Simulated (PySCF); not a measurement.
B(F)(H)(OAc) (C2H4BFO2), SMILES O=C(OBF)C.

Geometry optimised at B3LYP-D3(BJ)/def2-SVP. The structure was generated by enumeration, and PubChem lists no compound with its InChIKey, so it may never have been made. Other conformers were not sampled.

All values below come from PBE/def2-TZVP (PySCF).

Gas-phase values at a fixed geometry.

Computed frontier levels, gap, dipole moment and polarisability:
```json
{
  "highest_occupied_level": "-6.78 eV",
  "lowest_empty_level": "-1.95 eV",
  "orbital_gap": "4.82 eV",
  "dipole_moment": "2.72 D",
  "quadrupole, principal values (traceless, Buckingham form, about the centre of nuclear charge)": "-5.76, 0.24, 5.52 D·Å",
  "mean_static_polarisability": "45.7 bohr³ (6.77 Å³)",
  "polarisability_principal_values": "34.8, 46.4, 55.8 bohr³"
}
```
